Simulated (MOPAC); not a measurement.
Input file for MOPAC: PM6 on CH7ISi (a complex), monomers drawn apart or pushed together.

```
PM6 1SCF PRECISE CHARGE=0 THREADS=1
CH7ISi

Si     0.20331064 1    -1.37407707 1     1.33719304 1
I     -0.54154177 1     0.91006252 1     0.81056812 1
H      0.36378712 1    -2.10872982 1     0.06698413 1
H     -0.82273715 1    -2.01560807 1     2.18061796 1
H      1.48993111 1    -1.29052714 1     2.05362554 1
C      0.30600602 1    -0.63220180 1     7.98137149 1
H     -0.55161456 1    -1.28795186 1     7.83721169 1
H      1.22531406 1    -1.20981957 1     7.89303326 1
H      0.29329351 1     0.15180760 1     7.22579412 1
H      0.25525360 1    -0.18267547 1     8.97199840 1
```

The log:

```
*******************************************************************************
 **                                                                           **
 **                              MOPAC v23.2.5                                **
 **                                                                           **
 *******************************************************************************
 ** MOPAC's Digital Object Identifier: https://doi.org/10.5281/zenodo.6511958 **
 **                                                                           **
 ** Please cite the open-source release paper for use of this MOPAC version:  **
 ** J. E. Moussa and J. J. P. Stewart (2026)                                  **
 ** MOPAC: An open-source semiempirical molecular orbital program             **
 ** J. Open Source Softw., 11(119), 8025, https://doi.org/10.21105/joss.08025 **
 *******************************************************************************

                              PM6 CALCULATION RESULTS

 *******************************************************************************
 *  PM6        - The PM6 Hamiltonian to be used
 *
 *
 *
 *                 CHARGE ON SYSTEM = 0
 *
 *
 *
 *  PRECISE    - TIGHTER CRITERIA TO BE USED
 *  1SCF       - DO 1 SCF AND THEN STOP
 *  THREADS=1  - MULTI-THREADING NOT USED
 *  T=         - A TIME OF 172800.0 SECONDS REQUESTED
 *  DUMP=N     - RESTART FILE WRITTEN EVERY 7200.0 SECONDS REQUESTED
 *******************************************************************************
PM6 1SCF PRECISE CHARGE=0 THREADS=1
 CH7ISi

   ATOM   CHEMICAL          X               Y               Z
  NUMBER   SYMBOL      (ANGSTROMS)     (ANGSTROMS)     (ANGSTROMS)

     1      Si          0.20331064  *  -1.37407707  *   1.33719304  *
     2       I         -0.54154177  *   0.91006252  *   0.81056812  *
     3       H          0.36378712  *  -2.10872982  *   0.06698413  *
     4       H         -0.82273715  *  -2.01560807  *   2.18061796  *
     5       H          1.48993111  *  -1.29052714  *   2.05362554  *
     6       C          0.30600602  *  -0.63220180  *   7.98137149  *
     7       H         -0.55161456  *  -1.28795186  *   7.83721169  *
     8       H          1.22531406  *  -1.20981957  *   7.89303326  *
     9       H          0.29329351  *   0.15180760  *   7.22579412  *
    10       H          0.25525360  *  -0.18267547  *   8.97199840  *



          CARTESIAN COORDINATES

    NO.       ATOM           X           Y           Z

     1        Si          0.2033     -1.3741      1.3372
     2         I         -0.5415      0.9101      0.8106
     3         H          0.3638     -2.1087      0.0670
     4         H         -0.8227     -2.0156      2.1806
     5         H          1.4899     -1.2905      2.0536
     6         C          0.3060     -0.6322      7.9814
     7         H         -0.5516     -1.2880      7.8372
     8         H          1.2253     -1.2098      7.8930
     9         H          0.2933      0.1518      7.2258
    10         H          0.2553     -0.1827      8.9720

 General Reference for PM6:
 "Optimization of Parameters for Semiempirical Methods V: Modification of NDDO Approximations
 and Application to 70 Elements", J. J. P. Stewart, J. Mol. Mod., 13, 1173-1213 (2007)
 URL: https://link.springer.com/article/10.1007/s00894-007-0233-4

           Empirical Formula: C H7 Si I  =    10 atoms



      MOLECULAR POINT GROUP   :   C1


      RHF CALCULATION, NO. OF DOUBLY OCCUPIED LEVELS = 11


 -------------------------------------------------------------------------------
 PM6 1SCF PRECISE CHARGE=0 THREADS=1
 CH7ISi



     1SCF WAS SPECIFIED, SO BFGS WAS NOT USED
     SCF FIELD WAS ACHIEVED


                              PM6 CALCULATION
                                                       MOPAC v23.2.5 Linux




          FINAL HEAT OF FORMATION =         -9.84583 KCAL/MOL =     -41.19495 KJ/MOL


          COSMO AREA              =        167.30 SQUARE ANGSTROMS
          COSMO VOLUME            =        139.22 CUBIC ANGSTROMS

          IONIZATION POTENTIAL    =          9.803421 EV
          HOMO LUMO ENERGIES (EV) =         -9.803 -1.368
          NO. OF FILLED LEVELS    =         11
          MOLECULAR WEIGHT        =        174.0563         POINT GROUP:  C1

          MOLECULAR DIMENSIONS (Angstroms)

            Atom       Atom       Distance
            H    10    H     3     9.11157
            I     2    H     8     4.01734
            H     5    H     4     2.39245


          SCF CALCULATIONS        =          1





   ATOM   CHEMICAL          X               Y               Z
  NUMBER   SYMBOL      (ANGSTROMS)     (ANGSTROMS)     (ANGSTROMS)

     1      Si          0.20331064  *  -1.37407707  *   1.33719304  *
     2       I         -0.54154177  *   0.91006252  *   0.81056812  *
     3       H          0.36378712  *  -2.10872982  *   0.06698413  *
     4       H         -0.82273715  *  -2.01560807  *   2.18061796  *
     5       H          1.48993111  *  -1.29052714  *   2.05362554  *
     6       C          0.30600602  *  -0.63220180  *   7.98137149  *
     7       H         -0.55161456  *  -1.28795186  *   7.83721169  *
     8       H          1.22531406  *  -1.20981957  *   7.89303326  *
     9       H          0.29329351  *   0.15180760  *   7.22579412  *
    10       H          0.25525360  *  -0.18267547  *   8.97199840  *

                             CARTESIAN COORDINATES

   1   Si        0.203310640    -1.374077070     1.337193040
   2    I       -0.541541770     0.910062520     0.810568120
   3    H        0.363787120    -2.108729820     0.066984130
   4    H       -0.822737150    -2.015608070     2.180617960
   5    H        1.489931110    -1.290527140     2.053625540
   6    C        0.306006020    -0.632201800     7.981371490
   7    H       -0.551614560    -1.287951860     7.837211690
   8    H        1.225314060    -1.209819570     7.893033260
   9    H        0.293293510     0.151807600     7.225794120
  10    H        0.255253600    -0.182675470     8.971998400


           Empirical Formula: C H7 Si I  =    10 atoms



      MOLECULAR POINT GROUP   :   C1


                  EIGENVALUES
 -25.12312 -21.35884 -19.02077 -13.67756 -13.66560 -13.66324 -12.56366 -12.55724
 -10.67468  -9.80538  -9.80342  -1.36775   0.31187   0.31552   0.59081   0.94418
   0.94478   3.20268   4.02140   4.02153   5.96789   5.97067   5.98065   7.19160
 112.40981 112.52109 112.52126 112.98374 112.98374


              NET ATOMIC CHARGES AND DIPOLE CONTRIBUTIONS

  ATOM NO.   TYPE          CHARGE      No. of ELECS.   s-Pop       p-Pop       d-Pop
    1         Si           0.277222        3.7228     1.21956     1.99508     0.50814
    2          I          -0.284251        7.2843     1.91646     5.36541     0.00238
    3          H           0.002431        0.9976     0.99757
    4          H           0.002307        0.9977     0.99769
    5          H           0.002291        0.9977     0.99771
    6          C          -0.654890        4.6549     1.07932     3.57557
    7          H           0.163304        0.8367     0.83670
    8          H           0.163077        0.8369     0.83692
    9          H           0.164425        0.8356     0.83558
   10          H           0.164085        0.8359     0.83592
 DIPOLE           X         Y         Z       TOTAL
 POINT-CHG.     1.019    -3.127     0.723     3.367
 HYBRID        -0.379     1.161    -0.257     1.248
 SUM            0.640    -1.966     0.466     2.119


          ATOMIC ORBITAL ELECTRON POPULATIONS

     Atom    s        px        py        pz      x^2-y^2     xz        z^2       yz        xy
    1 Si   1.21956   0.72919   0.52442   0.74147   0.09973   0.14767   0.05587   0.13736   0.06752
    2  I   1.91646   1.89839   1.54790   1.91912   0.00082   0.00009   0.00032   0.00053   0.00063
    3  H   0.99757
    4  H   0.99769
    5  H   0.99771
    6  C   1.07932   1.19081   1.19208   1.19268
    7  H   0.83670
    8  H   0.83692
    9  H   0.83558
   10  H   0.83592

 **********************
 *                    *
 * JOB ENDED NORMALLY *
 *                    *
 **********************




 == MOPAC DONE ==
```

The run finished.

Cost: around 0.020 core-seconds (rough).
